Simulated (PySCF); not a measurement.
Bi₂⁺ from Hartree–Fock to correlated methods

State: ²Πu (doublet), unpaired electrons π ↑. Set-up: basis Bi cc-pVDZ-PP with ECP60; scalar-relativistic core potentials; PySCF 2.14. De refers to Bi⁺ + Bi in their high-spin ground configurations, without counterpoise correction. The functionals are run spin-unrestricted. Levels whose curve was spin-contaminated or gave no clean fit are not listed.

```tsv
Level	Re (Å)	ωe (cm⁻¹)	De (eV)
ROHF	2.692	205	0.256
ROHF-MP2	2.827	148	2.38
ROHF-SCS-MP2	2.817	153	2.19
ROHF-CCSD	2.779	173	2.05
ROHF-CCSD(T)	2.807	162	2.32
PBE	2.780	171	3.38
M06	2.789	174	4.17
HSE06	2.743	183	3.00
```

(1) Which functional lies closest to ROHF-CCSD(T) in De, which farthest, and by how much do they differ from it?

(2) What does second-order correlation do here, going from ROHF to ROHF-MP2?

(3) What does the triples do here, going from ROHF-CCSD to ROHF-CCSD(T)?

Correlated steps freeze 8 core orbitals. Correlated levels converge slowly with the basis: in double zeta they bind strong bonds too weakly, by up to about 1 eV, and carry superposition errors of some tenths. These are scalar-relativistic numbers at best; spin–orbit coupling would shift them, the dissociation energy most. UHF is strongly spin-contaminated for Bi₂⁺, so the ROHF reference used there is far from stable. The state was picked by a PBE0 search and need not be the measured ground state.

Answers

(1) Closest is HSE06 (-6.4 pm in Re, +13.0 % in ωe, +0.68 eV in De against ROHF-CCSD(T) in the same basis), farthest M06 (-1.8 pm in Re, +7.4 % in ωe, +1.85 eV in De). CCSD(T) converges more slowly with the basis than the functionals do and binds too weakly in this one, so the order can change at the basis-set limit.

(2) ROHF-MP2 less ROHF: +13.5 pm in Re, -27.8 % in ωe, +2.12 eV in De. Correlation nearly always deepens the well. The bond lengthens, as in strong covalent bonds, where excitations into antibonding orbitals dominate.

(3) ROHF-CCSD(T) less ROHF-CCSD: +2.8 pm in Re, -6.4 % in ωe, +0.27 eV in De. Correlation nearly always deepens the well. The bond lengthens, as in strong covalent bonds, where excitations into antibonding orbitals dominate.
